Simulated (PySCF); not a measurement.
A PySCF script (with the pyscf-properties extension) for the NMR shieldings of `F[SiH2]B(F)C[SiH]1CC=CC1`, C5H11BF2Si2, on a GFN2-xTB geometry:

```python
import basis_set_exchange as bse
import numpy as np
from pyscf import gto, dft
from pyscf.prop import nmr

atoms = """
F     2.220195   -0.449236    2.201380
Si    3.088348   -0.781853    0.862786
B     2.333390    0.305592   -0.595681
F     2.842007    0.188595   -1.825067
C     1.112759    1.252598   -0.439699
Si   -0.456682    0.240354   -0.895496
C    -2.067383    1.194133   -0.518111
C    -2.845375    0.241020    0.339421
C    -2.277088   -0.884679    0.733424
C    -0.868337   -1.180108    0.309126
H     2.956410   -2.238842    0.772427
H     4.454961   -0.490820    1.305160
H     1.137157    2.097029   -1.126686
H     0.976474    1.631408    0.571035
H    -0.387349   -0.216223   -2.295430
H    -2.641175    1.448137   -1.409323
H    -1.913007    2.129454    0.023769
H    -3.853428    0.510794    0.619840
H    -2.785754   -1.601660    1.361452
H    -0.220191   -1.206560    1.187480
H    -0.814852   -2.172191   -0.140817
"""
names = dict.fromkeys(["F", "Si", "B", "C", "H"], "pcSseg-1")
basis = {el: gto.basis.parse(bse.get_basis(n, elements=[el], fmt="nwchem")) for el, n in names.items()}
mol = gto.M(atom=atoms, basis=basis, charge=0, verbose=0)
mf = dft.RKS(mol, xc="PBE0")
mf.grids.level = 2
mf.grids.alignment = dft.numint.BLKSIZE   # the property module wants whole blocks of grid points
mf.conv_tol = 1e-9
mf.kernel()

calc = nmr.RKS(mf)   # GIAO
C = mf.mo_coeff
Co = C[:, mf.mo_occ > 0]
resp = mf.gen_response(singlet=True, hermi=2)
def vind(x):   # induced exchange potential for any number of trial vectors
    d = np.einsum("pi,xij,qj->xpq", C, 2 * x.reshape(-1, C.shape[1], Co.shape[1]), Co, optimize=True)
    return np.einsum("xpq,pi,qj->xij", resp(d - d.transpose(0, 2, 1)), C, Co, optimize=True).ravel()
mo1, _ = nmr.rhf.solve_mo1(calc, with_cphf=vind)
sigma = calc.kernel(mo1)
for i, s in enumerate(sigma):   # ppm
    print("%2d %-2s %9.2f" % (i, mol.atom_pure_symbol(i), np.trace(s) / 3))
```

Q: What does it print?

A: 
```
 0 F     439.81
 1 Si    361.32
 2 B      30.81
 3 F     144.96
 4 C     159.45
 5 Si    356.80
 6 C     164.15
 7 C      49.45
 8 C      48.20
 9 C     167.72
10 H      26.44
11 H      26.37
12 H      30.21
13 H      29.81
14 H      27.09
15 H      29.77
16 H      29.99
17 H      25.62
18 H      25.58
19 H      29.72
20 H      29.99
```

These numbers come from an equivalent density-fitted implementation of the same equations, which agrees with the script to about 0.01 ppm for H and up to a few tenths of a ppm for heavy atoms, so last digits may differ.

Size and cost of the density-fitted run: 239 basis functions, 64 s wall time on 1 thread of an Arm Neoverse V1, shared host; peak memory 1.2 GiB.
